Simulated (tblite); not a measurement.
C7H13P.
Atom-mapped SMILES: `[CH3:1][P:2]([CH:3]1[CH2:4][CH2:5]1)[CH:6]1[CH2:7][CH2:8]1` (hydrogens: H9, H10, H11 on C1; H12 on C3; H13, H14 on C4; H15, H16 on C5; H17 on C6; H18, H19 on C7; H20, H21 on C8)

Computed with GFN2-xTB (tblite), gas phase: L-BFGS steps from a force-field or distance-geometry start until the largest atomic force falls under 0.01 eV/Å.

Step 28: E = -654.9992 eV
```
atom  x, y, z in Å  |  force x, y, z in eV/Å
C1      0.2014    1.9106    0.2619   -0.021  -0.029   0.001
P2      0.0226    0.1388    0.8213    0.021   0.029   0.040
C3      1.2805   -0.7205   -0.2367    0.024  -0.016   0.013
C4      2.6102   -1.0657    0.3753   -0.024  -0.025   0.033
C5      2.5386   -0.0803   -0.7442    0.059  -0.030   0.053
C6     -1.4442   -0.2879   -0.2070    0.012  -0.028   0.000
C7     -2.7699    0.3098    0.1588   -0.043  -0.040   0.035
C8     -2.5304   -1.1491    0.3714    0.018  -0.034  -0.019
H9     -0.7282    2.2330   -0.1990   -0.031   0.048   0.021
H10     0.3991    2.5322    1.1337    0.015   0.015  -0.032
H11     1.0141    2.0270   -0.4488   -0.036   0.034  -0.021
H12     0.8353   -1.4810   -0.8682   -0.013  -0.032  -0.024
H13     2.8012   -0.6882    1.3697    0.043   0.050  -0.016
H14     3.0409   -2.0412    0.2028   -0.026   0.007  -0.066
H15     2.7371    0.9565   -0.5208    0.037   0.006   0.057
H16     2.9014   -0.3734   -1.7194   -0.033  -0.047   0.004
H17    -1.2368   -0.4013   -1.2664    0.000   0.003  -0.047
H18    -2.8238    0.9309    1.0413    0.002   0.050  -0.020
H19    -3.4187    0.6289   -0.6453   -0.029  -0.039   0.064
H20    -3.0224   -1.8657   -0.2699   -0.003   0.032  -0.040
H21    -2.4167   -1.4963    1.3894    0.025   0.047  -0.037
```

Step 29: E = -655.0008 eV
```
atom  x, y, z in Å  |  force x, y, z in eV/Å
C1      0.2006    1.9129    0.2589   -0.040  -0.020  -0.022
P2      0.0228    0.1436    0.8236    0.016  -0.019   0.031
C3      1.2808   -0.7223   -0.2312   -0.011  -0.008  -0.004
C4      2.6131   -1.0667    0.3749   -0.036  -0.063   0.060
C5      2.5374   -0.0816   -0.7416    0.049   0.009   0.026
C6     -1.4443   -0.2878   -0.2044    0.055  -0.004  -0.001
C7     -2.7718    0.3078    0.1600    0.014  -0.019   0.026
C8     -2.5301   -1.1496    0.3697    0.004  -0.029  -0.014
H9     -0.7300    2.2364   -0.1998   -0.028   0.038   0.026
H10     0.4007    2.5354    1.1285    0.021   0.033  -0.005
H11     1.0105    2.0303   -0.4540   -0.020   0.024  -0.035
H12     0.8347   -1.4839   -0.8630   -0.002  -0.004   0.003
H13     2.8116   -0.6920    1.3680    0.037   0.053   0.007
H14     3.0407   -2.0412    0.1950   -0.009  -0.029  -0.052
H15     2.7357    0.9539   -0.5138    0.039   0.029   0.043
H16     2.8975   -0.3727   -1.7174   -0.023  -0.043  -0.022
H17    -1.2351   -0.4016   -1.2632    0.001   0.008  -0.054
H18    -2.8242    0.9269    1.0423   -0.010   0.075   0.017
H19    -3.4168    0.6291   -0.6438   -0.069  -0.024   0.022
H20    -3.0195   -1.8622   -0.2746   -0.033  -0.024  -0.080
H21    -2.4233   -1.4976    1.3859    0.045   0.018   0.028
```

Step 30: E = -655.0022 eV
```
atom  x, y, z in Å  |  force x, y, z in eV/Å
C1      0.1993    1.9131    0.2557   -0.019   0.033  -0.011
P2      0.0238    0.1469    0.8297    0.008  -0.035   0.002
C3      1.2801   -0.7234   -0.2250    0.005  -0.008  -0.012
C4      2.6152   -1.0692    0.3752   -0.045  -0.048   0.040
C5      2.5359   -0.0814   -0.7383    0.026   0.000   0.002
C6     -1.4418   -0.2873   -0.1998    0.026  -0.003  -0.024
C7     -2.7726    0.3061    0.1619    0.054   0.015   0.010
C8     -2.5301   -1.1507    0.3675    0.007  -0.027  -0.008
H9     -0.7327    2.2365   -0.2017   -0.017   0.024   0.038
H10     0.4031    2.5414    1.1219    0.011   0.005  -0.036
H11     1.0069    2.0295   -0.4613   -0.036   0.011  -0.019
H12     0.8324   -1.4848   -0.8579    0.012   0.025   0.030
H13     2.8221   -0.6953    1.3668    0.027   0.035   0.011
H14     3.0413   -2.0420    0.1862   -0.003  -0.048  -0.029
H15     2.7348    0.9530   -0.5060    0.040   0.024   0.026
H16     2.8905   -0.3713   -1.7174   -0.021  -0.023   0.003
H17    -1.2296   -0.3995   -1.2594   -0.007   0.015  -0.017
H18    -2.8261    0.9249    1.0446   -0.017   0.064   0.013
H19    -3.4142    0.6296   -0.6437   -0.071  -0.021   0.019
H20    -3.0174   -1.8592   -0.2826   -0.031  -0.039  -0.074
H21    -2.4299   -1.4999    1.3835    0.051   0.000   0.034
```

Step 31: E = -655.0039 eV
```
atom  x, y, z in Å  |  force x, y, z in eV/Å
C1      0.1973    1.9144    0.2534   -0.007   0.058  -0.010
P2      0.0241    0.1492    0.8300   -0.011  -0.053  -0.021
C3      1.2805   -0.7245   -0.2227    0.000   0.008  -0.012
C4      2.6149   -1.0720    0.3769   -0.017  -0.024   0.014
C5      2.5377   -0.0829   -0.7356   -0.006   0.003  -0.014
C6     -1.4413   -0.2872   -0.2002    0.011   0.006  -0.040
C7     -2.7734    0.3046    0.1632    0.071   0.042  -0.005
C8     -2.5289   -1.1517    0.3662   -0.002  -0.020   0.000
H9     -0.7355    2.2420   -0.2000   -0.014   0.005   0.039
H10     0.4043    2.5414    1.1198    0.013   0.011  -0.028
H11     1.0032    2.0339   -0.4652   -0.038  -0.003  -0.022
H12     0.8321   -1.4862   -0.8559    0.023   0.045   0.043
H13     2.8293   -0.6945    1.3655    0.011   0.007   0.023
H14     3.0410   -2.0431    0.1813    0.000  -0.063  -0.001
H15     2.7371    0.9514   -0.5002    0.036   0.002   0.005
H16     2.8890   -0.3741   -1.7159   -0.015  -0.001   0.017
H17    -1.2293   -0.3995   -1.2608   -0.009   0.024   0.010
H18    -2.8253    0.9261    1.0447   -0.017   0.040   0.009
H19    -3.4186    0.6267   -0.6402   -0.058  -0.016   0.011
H20    -3.0172   -1.8573   -0.2868   -0.024  -0.045  -0.055
H21    -2.4300   -1.4996    1.3823    0.055  -0.026   0.039
```

**Question.** Estimate the geometry and energy of step 32. (The exact step hangs on the optimiser's Hessian estimate; all steps are aligned on step 31, rigid shifts and turns removed.)

**Answer.** E = -655.0053 eV, largest force 0.067 eV/Å
```
atom  x, y, z in Å  |  force x, y, z in eV/Å
C1      0.1949    1.9156    0.2516    0.006   0.055   0.001
P2      0.0239    0.1498    0.8285   -0.026  -0.037  -0.030
C3      1.2810   -0.7247   -0.2220    0.004   0.023  -0.003
C4      2.6138   -1.0748    0.3788    0.020   0.003  -0.012
C5      2.5399   -0.0845   -0.7338   -0.023   0.000  -0.014
C6     -1.4409   -0.2866   -0.2027   -0.024   0.002  -0.036
C7     -2.7730    0.3044    0.1639    0.054   0.036  -0.016
C8     -2.5273   -1.1527    0.3653   -0.004   0.003   0.002
H9     -0.7385    2.2477   -0.1971   -0.018  -0.011   0.036
H10     0.4050    2.5388    1.1197    0.019   0.026  -0.021
H11     0.9991    2.0378   -0.4684   -0.035  -0.012  -0.026
H12     0.8314   -1.4853   -0.8556    0.028   0.040   0.038
H13     2.8338   -0.6922    1.3645   -0.007  -0.025   0.023
H14     3.0411   -2.0450    0.1798   -0.011  -0.057   0.022
H15     2.7417    0.9496   -0.4959    0.027  -0.024  -0.015
H16     2.8891   -0.3781   -1.7144   -0.010   0.018   0.026
H17    -1.2291   -0.3988   -1.2634   -0.013   0.026   0.016
H18    -2.8238    0.9297    1.0437   -0.011   0.009   0.000
H19    -3.4265    0.6217   -0.6355   -0.024  -0.010   0.011
H20    -3.0182   -1.8562   -0.2897   -0.005  -0.027  -0.016
H21    -2.4263   -1.4993    1.3822    0.053  -0.039   0.013
```

The energy changes by -0.0014 eV. The first-order estimate −F·Δx gives -0.0021 eV and the mean of the old and new forces, exact on a quadratic surface, -0.0014 eV. The step makes an angle of 62° with the force vector and moves no atom by more than 0.010 Å.

The cost below is that of the whole relaxation. The run took 1.5 s of wall time on one thread, Arm Neoverse V1 (aarch64), on a shared host.
